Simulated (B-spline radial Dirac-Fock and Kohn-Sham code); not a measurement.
**Dipole and non-dipole photoemission parameters of Ga⁺ 2s**

System: the Ga⁺ ion, 1s2 2s2 2p6 3s2 3p6 3d10 4s2; threshold 1299.0 eV (orbital energy of the model). Level of theory: Dirac-Hartree-Slater photoionisation with a Latter tail; cross sections with all multipoles, angular parameters from the dipole term and its interference with E2; an atomic code on a B-spline grid.

Input file task.json (cfg lists n, l and occupation; rrms is the nuclear radius in fm):

```json
{"items": [{
  "Z": 31,
  "q": 1,
  "cfg": [[1, 0, 2], [2, 0, 2], [2, 1, 6], [3, 0, 2], [3, 1, 6], [3, 2, 10], [4, 0, 2]],
  "A": 69,
  "rrms": 3.9973,
  "do": "xps",
  "hv": [60, 74.3, 85.6, 150, 200, 252.0, 262.0, 300, 316.0, 328.0, 400, 431.0, 533.0, 609.0, 1030.0, 1410.0, 1486.9, 2400.0, 2620.0, 2970.0, 2984.4, 4280.0, 6600.0, 6820.0, 8330.0, 12000, 12400.0, 12600.0, 12700.0]
}]}
```

Command: `python xray2_run.py task.json out`

For linearly polarised light dσ/dΩ = σ/(4π) [1 + β P₂(cos θ) + (δ + γ cos²θ) sin θ cos φ], with θ from the polarisation vector and φ the angle between the beam and the projection of the electron momentum on the plane normal to the polarisation.

```csv
hν (eV),σ (kb),β,γ
1410,89.5,1.999,0.706
1486.9,82.4,1.999,0.508
2400,37.3,1.999,-0.068
2620,31.8,1.999,-0.063
2970,25.1,1.999,-0.026
2984.4,24.9,1.999,-0.024
4280,12.1,1.999,0.220
6600,4.75,1.999,0.685
6820,?,?,?
8330,2.78,1.999,0.996
12000,1.16,1.998,1.546
12400,1.07,1.998,1.599
12600,1.02,1.998,1.626
12700,1.00,1.998,1.639
```

Q: Give the values at 6820 eV.

A: σ = 4.41 kb, β = 1.999, γ = 0.726. For an s subshell δ is negligible.

Values without a named source are computed, but for edge energies of neutral atoms, which are taken from tables.
